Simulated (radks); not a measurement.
Results of a calculation; reference values are marked as such.
Problem. The mean radii <r> (bohr) of the occupied orbitals of an atom or ion are listed with their occupations. Level of theory: non-relativistic Kohn-Sham, LDA (Slater exchange, Perdew-Wang correlation), spin-unpolarised, spherical densities, point nucleus (a radial shooting solver on a logarithmic mesh with Libxc functionals).

orbital  occ.      <r>
1s          2  0.03174
2s          2   0.1375
2p          6   0.1173
3s          2   0.3718
3p          6   0.3632
3d         10   0.3347
4s          2   0.9011
4p          6   0.9583
4d          8    1.174
5s          1    2.461
5p          2    2.963

Name the element and its charge.

Solution. Z = 48, cadmium, charge +1: Cd+ in [Kr] 4d8 5s1 5p2. The 1s radius gives Z: for a bare nucleus <r> = 1.5/Z, 0.03125 bohr for Z = 48, and screening makes it slightly larger (0.03174 here). The occupations add up to 47, and the charge is Z minus that.
